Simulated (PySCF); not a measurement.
## A parent and its derivatives

Theory: TDDFT B3LYP/def2-SVPD, vertical, gas phase, core orbitals frozen in the response in PySCF 2.14.0, density-fitted response routines. Geometries: PBE0-D3(BJ)/def2-SVP; one conformer of each isolated species. Triplets are in the Tamm–Dancoff approximation. 'Strongest' means the level of largest summed f among the lowest 10 singlets; it needn't be the same kind of state in each.

Parent: `[SiH3]C=O`, with lowest singlet excitation energy 3.18 eV, energy of the strongest computed level 7.15 eV, oscillator strength of the strongest level 0.23, mean static polarisability 45.9 au, HOMO energy -7.06 eV, S1–T1 gap 0.66 eV. Its spectrum: 3.18 eV (f 0.001); 6.13 eV (f 0.037); 6.66 eV (f 0.037); 6.78 eV (f 0.009); 6.83 eV (f 0.004).

Give the shifts from the parent for: H on Si replaced by SH (`O=C[SiH2]S`); H on Si replaced by CH3 (`C[SiH2]C=O`); H on Si replaced by CHO (`O=C[SiH2]C=O`); H on Si replaced by CN (`N#C[SiH2]C=O`); H on Si replaced by Cl (`O=C[SiH2]Cl`); H on Si replaced by F (`O=C[SiH2]F`); H on Si replaced by CH=NH (`[H]/N=C\[SiH2]C=O`); H on Si replaced by CH2NH2 (`NC[SiH2]C=O`); H on Si replaced by OSiH3 (`O=C[SiH2]O[SiH3]`).

```json
{"change": "H on Si replaced by SH", "SMILES": "O=C[SiH2]S", "Δ S1 (eV)": "+0.24", "Δ strongest (eV)": "-0.63", "Δ f (strongest)": "-0.18", "Δ α (au)": "+19.3", "Δ HOMO (eV)": "-0.29", "Δ S1−T1 (eV)": "0.00"}
{"change": "H on Si replaced by CH3", "SMILES": "C[SiH2]C=O", "Δ S1 (eV)": "+0.07", "Δ strongest (eV)": "+0.01", "Δ f (strongest)": "-0.09", "Δ α (au)": "+11.3", "Δ HOMO (eV)": "+0.22", "Δ S1−T1 (eV)": "+0.02"}
{"change": "H on Si replaced by CHO", "SMILES": "O=C[SiH2]C=O", "Δ S1 (eV)": "-0.23", "Δ strongest (eV)": "-2.30", "Δ f (strongest)": "-0.12", "Δ α (au)": "+15.8", "Δ HOMO (eV)": "+0.03", "Δ S1−T1 (eV)": "0.00"}
{"change": "H on Si replaced by CN", "SMILES": "N#C[SiH2]C=O", "Δ S1 (eV)": "+0.03", "Δ strongest (eV)": "-1.49", "Δ f (strongest)": "-0.15", "Δ α (au)": "+12.1", "Δ HOMO (eV)": "-0.62", "Δ S1−T1 (eV)": "0.00"}
{"change": "H on Si replaced by Cl", "SMILES": "O=C[SiH2]Cl", "Δ S1 (eV)": "+0.03", "Δ strongest (eV)": "-0.16", "Δ f (strongest)": "-0.12", "Δ α (au)": "+11.0", "Δ HOMO (eV)": "-0.29", "Δ S1−T1 (eV)": "+0.01"}
{"change": "H on Si replaced by F", "SMILES": "O=C[SiH2]F", "Δ S1 (eV)": "+0.03", "Δ strongest (eV)": "+0.16", "Δ f (strongest)": "-0.08", "Δ α (au)": "-3.6", "Δ HOMO (eV)": "-0.29", "Δ S1−T1 (eV)": "+0.02"}
{"change": "H on Si replaced by CH=NH", "SMILES": "[H]/N=C\\[SiH2]C=O", "Δ S1 (eV)": "-0.03", "Δ strongest (eV)": "-1.88", "Δ f (strongest)": "-0.12", "Δ α (au)": "+19.5", "Δ HOMO (eV)": "+0.03", "Δ S1−T1 (eV)": "0.00"}
{"change": "H on Si replaced by CH2NH2", "SMILES": "NC[SiH2]C=O", "Δ S1 (eV)": "-0.05", "Δ strongest (eV)": "-0.29", "Δ f (strongest)": "-0.19", "Δ α (au)": "+20.4", "Δ HOMO (eV)": "+0.51", "Δ S1−T1 (eV)": "-0.01"}
{"change": "H on Si replaced by OSiH3", "SMILES": "O=C[SiH2]O[SiH3]", "Δ S1 (eV)": "+0.09", "Δ strongest (eV)": "+0.09", "Δ f (strongest)": "-0.17", "Δ α (au)": "+25.9", "Δ HOMO (eV)": "-0.07", "Δ S1−T1 (eV)": "+0.02"}
```

S1 falls most with H on Si replaced by CHO (-0.23 eV), and it rises most with H on Si replaced by SH (+0.24 eV). S1 is simply the lowest singlet of each species and needn't be the same kind of state throughout. Over these 9 changes the shifts of S1 and of the HOMO–LUMO gap correlate with r = 0.91.
